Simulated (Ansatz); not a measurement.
Two isomers of CH7NSi2: A = `N[SiH]1C[SiH2]1`, B = `C1N[SiH2][SiH2]1`.

Gas-phase electronic energies from Ansatz, PBE0-D4/def2-TZVP geometries. CCSD(T)/CBS is the MP2 limit (def2-TZVPP, def2-QZVPP) plus CCSD(T) − MP2 in def2-TZVPP, frozen cores. DFT in def2-TZVPP. B3LYP here is the variant with VWN-RPA as its local correlation; programs differ in this. Each species was taken in one conformer, which may not be the lowest.

Q: Which isomer does CCSD(T)/CBS put lower? Give the gap. (An estimate is asked.)

A: Computed: A, by 2.2 kcal/mol.

Q: Give E(B) − E(A) in kcal/mol with B3LYP-D4, HF/def2-TZVPP, B3LYP, CCSD/def2-TZVPP, CCSD(T)/def2-TZVPP, PBE0-D4, B2PLYP. (Best estimate.)

A: Computed: B3LYP-D4 1.5, HF/def2-TZVPP -1.0, B3LYP 2.0, CCSD/def2-TZVPP 1.3, CCSD(T)/def2-TZVPP 1.8, PBE0-D4 2.1, B2PLYP 2.1. The order is the other way round with HF/def2-TZVPP.

Q: Does the order hold for the free energy at 298.15 K (harmonic terms from PBE0-D4)? (An estimate is asked.)

A: Computed: Yes: G(B) − G(A) = +2.8 kcal/mol, for one conformer each.

Largest T1 diagnostic: 0.012.

At CCSD(T), def2-SVP lies −4.4 kcal/mol from the extrapolated value and def2-TZVPP −0.4 kcal/mol. Leaving LDA and LC-ωPBE aside and taking each functional with its dispersion term where it has one, the values, not all of them listed here, spread over 4.2 kcal/mol, from BHLYP-D4 to B97M-V.
